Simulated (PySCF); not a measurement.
Calculation: PBE-D3(BJ)/def2-TZVP // B3LYP-D3(BJ)/def2-TZVP (PySCF). Gas-phase values, no solvent. One relaxed conformer stands for a flexible species; it need not be the lowest. Delta-SCF ions had no search for a lower state. Excitations are Tamm–Dancoff values on a coarser integration grid. The basis has no diffuse functions, so Rydberg states are missing or too high.

Reference species (SMILES): `C=BO` (C–B–O–H torsion 180°) (neutral, multiplicity 1).

| Quantity | Result |
|---|---|
| S1 excitation (TDA) | 4.26 eV |
| vertical ionisation energy (Delta-SCF) | 8.60 eV |

Changed species: `O/C=B/[H]` (B–C–O–H torsion 0°).

Give the shifts of the S1 excitation (TDA) and vertical ionisation energy (Delta-SCF).

the S1 excitation (TDA) falls by 2.49 eV, to 1.77 eV; the vertical ionisation energy (Delta-SCF) drops by 0.32 eV, to 8.28 eV.
